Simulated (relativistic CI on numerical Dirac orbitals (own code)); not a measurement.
## Hyperfine structure of Lu61+, mass number 175

Method of calculation: Dirac-Coulomb-Breit CI, separate exchange-only KLI orbitals for each configuration, model QED, unscaled Slater integrals (own radial code, finite nucleus).

Configuration list (outside the closed core 1s2): 2s2.2p6, 2s2.2p5.3s, 2s2.2p5.3p, 2s2.2p5.3d, 2s.2p6.3s, 2s.2p6.3p, 2s.2p6.3d, 2s2.2p5.4s, 2s2.2p5.4p, 2s2.2p5.4d, 2s2.2p5.4f, 2s2.2p4.3s2, 2s.2p6.4s, 2s2.2p4.3s.3p, 2s.2p6.4p, 2s.2p6.4d. Levels of other configurations are missing.

Nuclear spin I = 7/2, μ = 2.2257 μN, Q = 3.49 b (tables of Stone and Pyykkö). The electronic factors are computed for point nuclear moments, without core polarisation or the Bohr-Weisskopf and QED corrections.

```
           Level   E (eV)  A (GHz)  B (GHz)
2s2.2p5.3s 3P°_2  7607.50     1164    -4860
2s2.2p5.3s 1P°_1  7615.58   -262.9    -2390
 2s2.2p5.3p 3D_2  7749.06    606.4    -4870
 2s2.2p5.3p 3D_3  8059.13    288.7    -3470
 2s2.2p5.3p 1P_1  8059.47    292.2     1340
 2s2.2p5.3p 3P_2  8071.42    288.4    -8.81
2s2.2p5.3d 3P°_1  8219.33    240.6     1740
2s2.2p5.3d 3F°_3  8220.82    259.7    -4620
```

Levels with J = 0, under 50 % of one LS term, or S terms without an open s electron are left out. Small factors come from cancelling terms and can be off by tens of per cent or more.

At this charge energies of transitions that change n are usually good to better than 1 %, and those within a shell (Δn = 0) to a few per cent.

Question: Give the hyperfine levels of 2s2.2p5.3s 3P°_2 relative to its centre of gravity.

Answer: With K = F(F + 1) − I(I + 1) − J(J + 1), E = AK/2 + B[¾K(K + 1) − I(I + 1)J(J + 1)]/[2I(2I − 1)J(2J − 1)]: F = 3/2: -13080, F = 5/2: -7997, F = 7/2: -2101, F = 9/2: 3395, F = 11/2: 6929 GHz.

LS names give the leading component of a level, which can be under half, so a name can repeat, a term be missing and a line seem to break the LS rules.
